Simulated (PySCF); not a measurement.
TiOBr, SMILES [O]=[Ti][Br] (connectivity only; charge and spin as stated), neutral, multiplicity 2.

Geometry optimised at B3LYP-D3(BJ)/def2-TZVP. The multiplicity is an assumed one; other spin states were not compared.

Two levels are set side by side: PBE/def2-TZVPD (PySCF) and PBE0/def2-TZVPD (PySCF). Same geometry, gas phase. Differences are taken from unrounded values.

```
quantity                     PBE0   PBE  PBE minus PBE0
---------------------------  ----  ----  --------------
α-spin orbital gap (eV)      3.44  0.71           -2.73
β-spin orbital gap (eV)      5.53  3.51           -2.02
dipole moment (D)            4.78  4.50           -0.28
mean polarisability (bohr³)  63.4  73.0             9.6
```

Loosely held outer electrons make PBE densities more polarisable. Differences between two approximate levels are no errors against the true value.

Rough cost on one machine, each run with all the roots and properties that it gave: PBE0 against PBE within a factor of 2.
